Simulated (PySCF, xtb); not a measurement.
In(H)(Br)(vinyl) (C₂H₄BrIn), SMILES C=[CH][InH][Br].

xtb with GFN2-xTB at its own geometry gives an orbital gap of 3.66 eV and a dipole moment of 5.83 D.

Coordinates come from a PBE0-D3(BJ)/def2-SVP optimisation. The def2 effective core potentials stand for the cores of In; spin–orbit coupling is left out. The values are those of a single conformer.

**Question.** What does PBE/def2-TZVP (PySCF) give? (The exact figures need the calculation; the answer reports its results.)

**Answer.** gap 3.72 eV (levels -6.44 and -2.72 eV), dipole 3.28 D.
